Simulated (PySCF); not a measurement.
Coordinates in bohr (charge 0 multiplicity 1):
```
Os    0.0000    0.0000   -0.0348
H     0.0000    2.4137    1.6652
H     0.0000   -2.4137    1.6652
H     2.4137    0.0000    1.6652
H    -2.4137    0.0000    1.6652
```

Level of theory: PBE0 in PySCF with Os def2-TZVP with ECP60, H def2-TZVP; scalar-relativistic core potentials, no spin–orbit coupling; density-fitted integrals.

This geometry of OsH₄ is a stationary point at this level.

Q: What is the point group?

A: C4v.

Q: Is it a minimum?

A: Yes: all harmonic wavenumbers are real.

Q: Which band is strongest in the infrared?

A: 2364 cm⁻¹ (e), 137 km/mol.

Q: What are the dipole moment and the gap between the highest occupied and lowest empty levels?

A: 2.79 D and 4.35 eV.

Q: What is the atomisation energy, with and without zero-point energy?

A: 1154 kJ/mol without, 1074 kJ/mol with.

This need not be the most stable arrangement of these atoms. At this level a singlet minimum of Td symmetry lies 13 kJ/mol below this structure. Spin–orbit coupling, left out here, can matter for elements this heavy.
